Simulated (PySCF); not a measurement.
## Simulated absorption spectrum

Species: C₆H₉NS₂Si.
Atom-mapped SMILES: `[N:1]#[C:2][Si:3]1([CH:4]2[CH2:5][CH2:6]2)[S:7][CH2:8][CH2:9][S:10]1` (hydrogens: H11 on C4; H12, H13 on C5; H14, H15 on C6; H16, H17 on C8; H18, H19 on C9)

Theory: PySCF, TDDFT wB97X-D/def2-SVPD, vertical, gas phase, core orbitals frozen in the response. The structure is a single PBE0-D3(BJ)/def2-SVP conformer in the gas phase; no vibrational or solvent corrections.

Computed states:

| state | E (eV) | f |
| --- | --- | --- |
| S1 | 5.29 | 0.0008 |
| S2 | 5.54 | 0.0057 |
| S3 | 5.99 | 0.021 |
| S4 | 6.11 | 0.0094 |
| S5 | 6.75 | 0.0061 |
| S6 | 6.85 | 0.0099 |
| S7 | 6.91 | 0.013 |
| S8 | 7.01 | 0.0053 |
| S9 | 7.08 | 0.030 |
| S10 | 7.25 | 0.041 |

Broadening: Gaussians 0.3 eV wide at half height, area fixed by f = 4.319×10⁻⁹ ∫ε dν̃. The width is an assumption, not a result. The curve ends short of the highest state used, and states not computed would add to its high-energy end.

Question: Give the broadened spectrum and its maxima.

Answer: 
λ (nm), ε (L mol⁻¹ cm⁻¹) and a bar:
```
    186.6        777 #########
    188.9        288 ####
    191.3         89 #
    193.7         92 #
    196.1        286 ###
    198.5        740 #########
    200.9       1435 #################
    203.3       2131 ##########################
    205.7       2461 ##############################
    208.1       2222 ###########################
    210.5       1581 ###################
    212.9        915 ###########
    215.3        500 ######
    217.7        377 #####
    220.0        428 #####
    222.4        511 ######
    224.8        527 ######
    227.2        455 ######
    229.6        340 ####
    232.0        230 ###
    234.4        149 ##
    236.8         96 #
    239.2         60 #
    241.6         35 
    244.0         19 
    246.4          9 
    248.8          4 
    251.1          1 
    253.5          0 
    255.9          0
```

Maxima: 224 nm (5.53 eV), ε about 530, made up of S2 (97%); 206 nm (6.02 eV), ε about 2500, made up of S3 (74%) and S4 (26%) (ε in L mol⁻¹ cm⁻¹; maxima over ε = 5, shares over 10%). At its high-energy end, 6.65 eV, the curve is still rising (ε about 820, from S5, S6 and S7).

Question: Coming from long wavelengths, where does ε first pass 100 L mol⁻¹ cm⁻¹?

Answer: At about 237 nm (5.24 eV), 0.05 eV below S1.

Question: On this curve, what absorbance would a 10⁻⁵ mol/L sample give at 248 nm over a 1 cm path?

Answer: 248 nm is 4.999 eV, where ε is about 5 L mol⁻¹ cm⁻¹, so A = ε c l ≈ 5e-05 (Beer–Lambert, with the gas-phase spectrum and the assumed width).

Question: What would ε be at 6.02 eV, the highest of these maxima, with half the width (0.15 eV)?

Answer: About 3890 L mol⁻¹ cm⁻¹ against 2460, a factor of about 1.6; a lone state at its own centre would give exactly 2.

All these states lie below the vertical ionisation energy of 9.33 eV (ΔSCF).
